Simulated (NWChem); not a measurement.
System: CH₈N₂Si₂; SMILES C[SiH]1N[SiH2]N1

```xyz
13

C     -0.0286    -2.3275     0.6229
Si     0.0292    -0.8130    -0.4705
N      1.2036     0.4203    -0.0534
Si    -0.0180     1.6392     0.2182
N     -1.1917     0.4037    -0.1574
H      0.8619    -2.9570     0.4627
H     -0.0698    -2.0454     1.6857
H     -0.9116    -2.9447     0.3887
H      0.1156    -1.2842    -1.8923
H      2.1899     0.4991    -0.2542
H      0.0398     2.8142    -0.7111
H     -0.1061     2.2000     1.6058
H     -2.1893     0.3476    -0.0162
```
Atoms are numbered in this order, from 1.

Program: NWChem. Pople sets run with spherical d functions. Coordinates come from a PBE0/def2-SVP optimisation. Level PBE0/6-31G*: single points from the atomic guess with DIIS by default; each run changes one setting, and all converged runs end within 0.3 mHa of each other. NWChem's automatic level shift, which a small gap switches on, acted in some of these runs.

Problem. Which setting needs the most SCF iterations, or fails (DIIS on 3 Fock matrices; core-Hamiltonian guess; no DIIS, 40 % damping; DIIS on 20 Fock matrices; defaults; level shift of 0.5 Ha throughout)?

Solution. core-Hamiltonian guess, with 27 against 7 for the defaults.
```
setting                           SCF iterations
--------------------------------  --------------
defaults                                       7
core-Hamiltonian guess                        27
DIIS on 3 Fock matrices                        7
DIIS on 20 Fock matrices                       7
no DIIS, 40 % damping                         15
level shift of 0.5 Ha throughout              11
```
